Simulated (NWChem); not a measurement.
Program: NWChem. System: CAuClO, charge 0, spin multiplicity 1, at a geometry optimised with PBE/def2-SVP with def2 effective core potentials on Au. The structure started from a generated list of species. Level: G0W0@PBE/def2-SVPD with def2 effective core potentials on Au, RI basis def2-svpd-rifit, no spin-orbit coupling.

Part of the output:

```
             Northwest Computational Chemistry Package (NWChem) 7.3.0
             --------------------------------------------------------

                                NWChem Input Module
                                -------------------

 Scaling coordinates for geometry "geometry" by  1.889725989
 (inverse scale =  0.529177249)

 Turning off AUTOSYM since
 SYMMETRY directive was detected!

                             Geometry "geometry" -> ""
                             -------------------------

 Output coordinates in angstroms (scale by  1.889725989 to convert to a.u.)

  No.       Tag          Charge          X              Y              Z
 ---- ---------------- ---------- -------------- -------------- --------------
    1 Au                  79.0000     0.00000000     0.00000000    -0.02467000
    2 Cl                  17.0000     0.00000000     0.00000000     2.23556400
    3 O                    8.0000     0.00000000     0.00000000    -3.06819100
    4 C                    6.0000     0.00000000     0.00000000    -1.91835900

 Effective nuclear repulsion energy (a.u.)     605.4254066287

            Nuclear Dipole moment (a.u.)
            ----------------------------
        X                 Y               Z
 ---------------- ---------------- ----------------
     0.0000000000     0.0000000000    -0.0000453534

      Symmetry information
      --------------------

 Group name             C2v
 Group number             16
 Group order               4
 No. of unique centers     4

      Symmetry unique atoms

     1    2    3    4


 Summary of "ao basis" -> "" (spherical)
 ------------------------------------------------------------------------------
       Tag                 Description            Shells   Functions and Types
 ---------------- ------------------------------  ------  ---------------------
 *                         def2-svpd                  on all atoms

 Summary of "ri basis" -> "" (spherical)
 ------------------------------------------------------------------------------
       Tag                 Description            Shells   Functions and Types
 ---------------- ------------------------------  ------  ---------------------
 *                      def2-svpd-rifit               on all atoms

  pbe96 is a nonlocal functional; adding pw91lda local functional.

                                 NWChem DFT Module
                                 -----------------

 Summary of "ao basis" -> "ao basis" (spherical)
 ------------------------------------------------------------------------------
       Tag                 Description            Shells   Functions and Types
 ---------------- ------------------------------  ------  ---------------------
 Au                        def2-svpd                13       35   6s4p2d1f
 Cl                        def2-svpd                11       27   5s4p2d
 O                         def2-svpd                 9       23   4s3p2d
 C                         def2-svpd                 8       20   4s2p2d

 Summary of "ao basis" -> "ao basis" (spherical)
 ------------------------------------------------------------------------------
       Tag                 Description            Shells   Functions and Types
 ---------------- ------------------------------  ------  ---------------------
 Au                        def2-svpd                13       35   6s4p2d1f
 Cl                        def2-svpd                11       27   5s4p2d
 O                         def2-svpd                 9       23   4s3p2d
 C                         def2-svpd                 8       20   4s2p2d

      Symmetry analysis of basis
      --------------------------

        a1         50
        a2          9
        b1         23
        b2         23

            General Information
            -------------------
          SCF calculation type: DFT
          Wavefunction type:  closed shell.
          No. of atoms     :     4
          No. of electrons :    50
           Alpha electrons :    25
            Beta electrons :    25
          Charge           :     0
          Spin multiplicity:     1
          Use of symmetry is: on ; symmetry adaption is: on
          Maximum number of iterations: 100
[...]
     3     -0.403167  1 Au s                 49     -0.265826  2 Cl pz
    89     -0.262645  4 C  s                  2      0.257259  1 Au s
     6      0.233609  1 Au s                 46     -0.207049  2 Cl pz
    66      0.134627  3 O  s                  4     -0.122436  1 Au s

 Vector   24  Occ=2.000000D+00  E=-2.636827D-01  Symmetry=b2
              MO Center= -3.7D-17, -8.2D-15,  1.8D+00, r^2= 2.6D+00
   Bfn.  Coefficient  Atom+Function         Bfn.  Coefficient  Atom+Function
  ----- ------------  ---------------      ----- ------------  ---------------
    48      0.570732  2 Cl py                45      0.450449  2 Cl py
    20     -0.274406  1 Au d -1              42      0.259318  2 Cl py
    68     -0.109836  3 O  py                51      0.098277  2 Cl py
    91      0.083519  4 C  py                71     -0.078933  3 O  py
    94      0.078122  4 C  py                 8     -0.067829  1 Au py

 Vector   25  Occ=2.000000D+00  E=-2.636827D-01  Symmetry=b1
              MO Center= -7.7D-15,  2.6D-16,  1.8D+00, r^2= 2.6D+00
   Bfn.  Coefficient  Atom+Function         Bfn.  Coefficient  Atom+Function
  ----- ------------  ---------------      ----- ------------  ---------------
    47      0.570732  2 Cl px                44      0.450449  2 Cl px
    22      0.274406  1 Au d  1              41      0.259318  2 Cl px
    67     -0.109836  3 O  px                50      0.098277  2 Cl px
    90      0.083519  4 C  px                70     -0.078933  3 O  px
    93      0.078122  4 C  px                 7     -0.067829  1 Au px

 Vector   26  Occ=0.000000D+00  E=-1.295202D-01  Symmetry=b1
              MO Center=  6.4D-16, -2.4D-17, -1.6D+00, r^2= 3.0D+00
   Bfn.  Coefficient  Atom+Function         Bfn.  Coefficient  Atom+Function
  ----- ------------  ---------------      ----- ------------  ---------------
    90      0.521384  4 C  px                93      0.426900  4 C  px
    67     -0.384143  3 O  px                22     -0.327384  1 Au d  1
    70     -0.299879  3 O  px                13      0.169425  1 Au px
    47     -0.138510  2 Cl px                 7     -0.128960  1 Au px
    44     -0.104284  2 Cl px               104     -0.098520  4 C  d  1

 Vector   27  Occ=0.000000D+00  E=-1.295202D-01  Symmetry=b2
              MO Center=  1.7D-16,  5.1D-16, -1.6D+00, r^2= 3.0D+00
   Bfn.  Coefficient  Atom+Function         Bfn.  Coefficient  Atom+Function
  ----- ------------  ---------------      ----- ------------  ---------------
    91      0.521384  4 C  py                94      0.426900  4 C  py
    68     -0.384143  3 O  py                20      0.327384  1 Au d -1
    71     -0.299879  3 O  py                14      0.169425  1 Au py
    48     -0.138510  2 Cl py                 8     -0.128960  1 Au py
    45     -0.104284  2 Cl py               102      0.098520  4 C  d -1

 Vector   28  Occ=0.000000D+00  E=-4.098576D-02  Symmetry=a1
              MO Center=  4.3D-30, -1.0D-30,  5.1D-01, r^2= 5.7D+00
   Bfn.  Coefficient  Atom+Function         Bfn.  Coefficient  Atom+Function
  ----- ------------  ---------------      ----- ------------  ---------------
    89      2.473734  4 C  s                  6     -1.712927  1 Au s
    66     -1.106153  3 O  s                  5     -0.958553  1 Au s
    88      0.439112  4 C  s                 21     -0.427900  1 Au d  0
    49     -0.366291  2 Cl pz                 3      0.358976  1 Au s
    52     -0.328188  2 Cl pz                75     -0.321798  3 O  pz

 center of mass
 --------------
 x =   0.00000000 y =   0.00000000 z =   0.00887093

 moments of inertia (a.u.)
 ------------------
        1319.914032025693           0.000000000000           0.000000000000
           0.000000000000        1319.914032025693           0.000000000000
           0.000000000000           0.000000000000           0.000000000000

     Multipole analysis of the density
     ---------------------------------

     L   x y z        total         alpha         beta         nuclear
     -   - - -        -----         -----         ----         -------
     0   0 0 0     -0.000000    -25.000000    -25.000000     50.000000

     1   1 0 0      0.000000      0.000000      0.000000      0.000000
     1   0 1 0     -0.000000     -0.000000     -0.000000      0.000000
     1   0 0 1     -1.342364     -2.069746     -2.069746      2.797127

     2   2 0 0    -34.717562    -17.358781    -17.358781      0.000000
     2   1 1 0     -0.000000     -0.000000     -0.000000      0.000000
     2   1 0 1      0.000000      0.000000      0.000000      0.000000
     2   0 2 0    -34.717562    -17.358781    -17.358781      0.000000
     2   0 1 1     -0.000000     -0.000000     -0.000000      0.000000
     2   0 0 2    -37.856695   -344.545540   -344.545540    651.234386

 Task  times  cpu:        6.3s     wall:        6.3s

                                NWChem Input Module
                                -------------------

                                 NWChem GW Module
                                 ----------------

                             ***********************
                             ***        GW       ***
                             ***********************

 Summary of "ri basis" -> "ri basis" (spherical)
 ------------------------------------------------------------------------------
       Tag                 Description            Shells   Functions and Types
 ---------------- ------------------------------  ------  ---------------------
 Au                     def2-svpd-rifit             35      149   9s9p8d5f3g1h
 Cl                     def2-svpd-rifit             24       78   9s6p6d3f
 O                      def2-svpd-rifit             20       64   7s6p5d2f
 C                      def2-svpd-rifit             20       64   7s6p5d2f

                 Memory Information
                 ------------------
          Available GA per process is          1699.9 MBs
          Available stack per process is        700.0 MBs
          Available heap per process is           0.1 MBs

          Peak memory in Initialization
              Peak GA per process is                  8.6 MBs
              Peak stack per process is               0.1 MBs
              Peak heap per process is                9.2 MBs
              Memory not in MA per process            0.0 MBs

          Peak memory in AFF Calculation
              Peak GA per process is                 43.5 MBs
              Peak stack per process is              30.5 MBs
              Peak heap per process is                0.0 MBs
              Memory not in MA per process           30.5 MBs

          Computing 2-center integrals
          Computing Inverse Cholesky factor
          Computing 3-center integrals
          Computing V_xc ...

          Computing Sigma_x
          Computing RPA polarizability
          Solving quasiparticle equations

                  Alpha Orbitals
          State     Energy (eV)     Error (eV)
          -----------------------------------
@GW        22        -11.513           0.002
@GW        23        -10.617           0.002
@GW        24         -9.270           0.005
@GW        25         -9.270           0.005
@GW        26         -0.494           0.002
@GW        27         -0.494           0.002

   Applying  -2.0951 eV scissor-shift to rest of particle states

   Applying   3.0305 eV scissor-shift to rest of hole states

     GW Timing Statistics
   ------------------------
   Init.   :          0.1s
     ERIs  :          0.5s
     Distr.:          0.0s
     Vxc   :          0.1s
   Sigma_x :          0.0s
   RPA     :          0.8s
   Wmn     :          0.0s
   Sigma_c :          0.0s
   GW total:          1.5s

 Task  times  cpu:        1.5s     wall:        1.5s

 Total times  cpu:        7.8s     wall:        7.8s
```

Q: Write an NWChem input that would produce this output.

A: This is not unique; one that fits is 
```
start mol
memory heap 200 mb stack 700 mb global 1700 mb
geometry units angstroms nocenter noautoz
  Au     0.000000     0.000000    -0.024670
  Cl     0.000000     0.000000     2.235564
  O      0.000000     0.000000    -3.068191
  C      0.000000     0.000000    -1.918359
  symmetry group C2v
end
basis spherical
  * library def2-svpd
end
ecp
  Au library def2-ecp
end
basis "ri basis" bse spherical
  * library def2-svpd-rifit
end
dft
  xc xpbe96 cpbe96
  iterations 100
  direct
  tolerances tight
end
task dft energy
gw
  states alpha occ 4 vir 2
end
task dft gw
```
